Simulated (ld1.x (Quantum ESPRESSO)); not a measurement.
## aluminium (Al): variants of one TM potential

Base potential:

| Item | Value |
| --- | --- |
| Element | Al |
| Generator | ld1.x (Quantum ESPRESSO) 7.5 |
| Type | norm-conserving Troullier–Martins (Kleinman–Bylander form) |
| Functional | LDA (PZ) |
| Relativity | scalar-relativistic |
| Frozen core | [Ne] |
| Valence charge | 3 |
| Reference configuration | 3s2 3p0.5 (charge +0.5) |
| Partial waves | 3s (bound): rc 1.70 bohr; 3p (bound): rc 2.65 bohr |
| Local potential | all-electron potential smoothed inside 1.35 bohr (lloc = -2) |
| Core correction | Bessel-smoothed model core inside 1.75 bohr |

Cutoffs, loose and tight: the cutoffs (Ry, on a coarse ladder) from which the occupation-weighted sum of valence levels, in a spherical-Bessel basis at the reference potential, stays within 10 and 1 mRy of its value at 400 Ry. They do not see the model core or the augmentation charge, which bear on the density cutoff. Test errors are all-electron minus pseudo excitation energies from the reference, over the configurations 3s2 3p1; 3s2 3p0; 3s1 3p0; 3s2 3p1.3; 3s0 3p3; 3s1 3p1; 3s1 3p2 (two spin-polarised tests are not counted in the largest error). A dash means not determined; rows that change the core or the reference have their own tests.

| change | outcome | cutoff, loose | cutoff, tight | bound ghosts | largest test error (meV) |
| --- | --- | --- | --- | --- | --- |
| base | generated | 10 Ry | 30 Ry | none | +17 |
| all radii but the core radius scaled by about 0.79 (s 1.34, p 2.08 bohr); local potential all-electron potential smoothed inside 1.06 bohr (lloc = -2) | generated | 40 Ry | 110 Ry | none | +31 |
| all radii but the core radius scaled by about 0.85 (s 1.44, p 2.24 bohr); local potential all-electron potential smoothed inside 1.14 bohr (lloc = -2) | generated | 35 Ry | 70 Ry | none | +24 |
| all radii but the core radius scaled by about 1.04 (s 1.78, p 2.76 bohr); local potential all-electron potential smoothed inside 1.40 bohr (lloc = -2) | generated | 10 Ry | 30 Ry | none | +16 |
| all radii but the core radius scaled by about 1.19 (s 2.02, p 3.14 bohr); local potential all-electron potential smoothed inside 1.60 bohr (lloc = -2) | generated | 10 Ry | 30 Ry | none | +14 |
| all radii but the core radius scaled by about 1.35 (s 2.30, p 3.58 bohr); local potential all-electron potential smoothed inside 1.82 bohr (lloc = -2) | generated | 10 Ry | 25 Ry | none | -12 |

**Question.** What comes out with this change to the base: all radii but the core radius scaled by about 1.28 (s 2.18, p 3.40 bohr); local potential all-electron potential smoothed inside 1.74 bohr (lloc = -2)?

**Answer.** outcome: generated; cutoff, loose: 10 Ry; cutoff, tight: 25 Ry; bound ghosts: none; largest test error (meV): +11.

Reading the sweep of the scale of all radii but the core radius (base = 1) (base included, trends over the rows without a ghost): The loose cutoff falls from 40 Ry at 0.79 to 10 Ry at 1.35. A larger radius leaves more room for a smooth pseudo-wave, so fewer plane waves are needed; a smaller one forces it to follow the all-electron wave where it bends sharply. The median size of the test errors (rows with all tests solved) stays near 1.5 meV.
